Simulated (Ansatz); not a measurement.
Ideal-gas functions of `[CH3][GeH]([OH])[Cl]` at 500 K and 1 bar, from an Ansatz frequency run at PBE0-D4/def2-TZVP.

Molar mass 141.11 g/mol, point group C1 (symmetry number 1), electronic degeneracy 1, moments of inertia 99.666, 178.941, 238.298 u Å². Harmonic wavenumbers (cm⁻¹, unscaled): 125, 144, 167, 209, 233, 412, 618, 664, 694, 728, 815, 851, 932, 1266, 1446, 1450, 2197, 3066, 3162, 3165, 3893.

Use S(trans) = R[1.5 ln M + 2.5 ln T − 1.1517]; rotational temperatures θ = 24.2544 K / I; S(rot) = R[ln(√π/σ · √(T³/θAθBθC)) + 1.5]; for each mode x = 1.438777 ν̃/T, S = R[x/(eˣ − 1) − ln(1 − e⁻ˣ)] and H = RT x/(eˣ − 1); 1 cm⁻¹ = 0.0119627 kJ/mol; R = 8.31446 J/(mol·K).

Task: By hand: the entropy, in J/(mol·K).

Result: Translation 181.3. Rotation: θ = 0.2434, 0.1355, 0.1018 K, giving 118.4. Vibration, mode by mode: 16.86, 15.70, 14.49, 12.67, 11.79, 7.37, 4.54, 4.09, 3.82, 3.54, 2.90, 2.68, 2.23, 1.03, 0.68, 0.67, 0.11, 0.01, 0.01, 0.01, 0.00, in all 105.2. Electronic 0.0. Sum 404.9 J/(mol·K).

Task: By hand: H − E and G − E in kJ/mol, counted from the electronic energy.

Result: Zero-point energy ½ × 26237 × 0.0119627 = 156.9; thermal vibration 27.4; translation, rotation and pV give 4 RT = 16.6. H − E = 200.9 kJ/mol, and G − E = 200.9 − 500 × 404.9/1000 = -1.6 kJ/mol.

Vibration gives 26 % of the entropy, 32.6 J/(mol·K) of it from the modes under 150 cm⁻¹: soft modes count most, and the harmonic formula is weakest for them. The sum counts one conformer and one mirror image; others add a mixing term.
